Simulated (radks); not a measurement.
Results of a calculation; reference values are marked as such.
Question: Ionisation of the molybdenum ion Mo3+, [Kr] 4d3, to Mo4+, [Kr] 4d2, under several functionals. Dirac Kohn-Sham, spin-unpolarised, spherical densities, finite nucleus; open shells are shared between the two j in proportion to 2j + 1; a radial shooting solver on a logarithmic mesh with Libxc functionals. Known Delta-SCF values: exchange-only LDA 38.148 eV; B86b exchange with PBE correlation 39.520 eV; SOGGA 39.371 eV. What does revPBE give, and what is its highest occupied eigenvalue?

Answer: 39.434 eV by Delta-SCF; the 4d5/2 eigenvalue is -32.715 eV. NIST: 40.3 eV (semi-empirical).

Beside tabulated values, note that spin-unpolarised runs miss the spin-polarisation part of the exchange energy of open shells.
